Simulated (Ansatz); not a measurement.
`C[SiH](F)C#N`, 9 atoms. The species carries charge 0 and has multiplicity 1. All runs use 2 threads of a server CPU on a shared host. Correlated methods freeze the cores.

(1) Give the basis size and wall time and peak host memory of each of these runs in Ansatz. RKS ωB97M-V/def2-QZVPP energy; RKS PBE0-D4/def2-SVP energy; RKS PBE0-D4/def2-TZVP frequencies; RHF-CCSD(T)/def2-SVP energy; RKS PBE0-D4/def2-TZVP relaxation (6 steps); RKS PBE0-D4/def2-TZVPP energy; direct RPA on PBE orbitals/def2-TZVPP energy; RHF-CCSD(T)/def2-TZVPP energy; RKS PBE0-D4/def2-QZVPP energy; RKS PBE-D4/def2-TZVPP energy and forces; RKS BLYP-D4/def2-TZVPP energy; RKS CAM-B3LYP-D4/def2-TZVPP energy. (Estimate.)

## Answers

(1) Computed: Other jobs shared the machine, so times are rough.

```csv
level,job,functions,wall time,peak host memory (GiB)
RKS PBE0-D4/def2-SVP,energy,94,1.3 s,0.2
RKS BLYP-D4/def2-TZVPP,energy,222,2.9 s,0.28
RKS PBE-D4/def2-TZVPP,energy and forces,222,3.8 s,0.28
RKS PBE0-D4/def2-TZVPP,energy,222,4.1 s,0.49
RKS CAM-B3LYP-D4/def2-TZVPP,energy,222,4.5 s,0.54
RHF-CCSD(T)/def2-SVP,energy,94,5.5 s,0.39
direct RPA on PBE orbitals/def2-TZVPP,energy,222,7.5 s,0.47
RKS PBE0-D4/def2-QZVPP,energy,418,12 s,1.2
RKS ωB97M-V/def2-QZVPP,energy,418,26 s,1.4
RKS PBE0-D4/def2-TZVP,relaxation (6 steps),185,30 s,0.47
RHF-CCSD(T)/def2-TZVPP,energy,222,74 s,3.9
RKS PBE0-D4/def2-TZVP,frequencies,185,3.3 min,0.47
```
